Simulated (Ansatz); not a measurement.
CH$_{5}$BO$_{2}$, SMILES `BC(O)O` from Hartree–Fock to CCSD(T)

Z-matrix (Å, degrees):
```
B
O 1 1.660
C 1 1.545 2 58.4
H 1 1.198 2 110.9 3 -111.3
H 1 1.193 2 109.5 3 112.4
H 2 0.964 1 109.3 3 100.8
O 3 1.348 1 121.9 2 99.2
H 3 1.091 1 122.3 2 -93.8
H 7 0.963 3 110.7 1 -158.6
```

Total charge 0; spin multiplicity 1. Geometry: relaxed with PBE0-D4/def2-TZVP. It is one conformer, not always the lowest. Frozen core, restricted reference, Ansatz 0.2.0. CBS rows extrapolate triple and quadruple zeta; past MP2 they add the triple-zeta difference.

```
     basis     HF (Eh)  MP2 corr.  CCSD corr.       (T)  CCSD(T) total
  def2-SVP  -214.97256   -0.60826    -0.64228  -0.01727     -215.63211
def2-TZVPP  -215.23332   -0.76611    -0.78983  -0.03048     -216.05363
def2-QZVPP  -215.24340   -0.82271           –         –              –
 CBS(def2)  -215.24479   -0.86463    -0.88835     as TZ     -216.16362
```
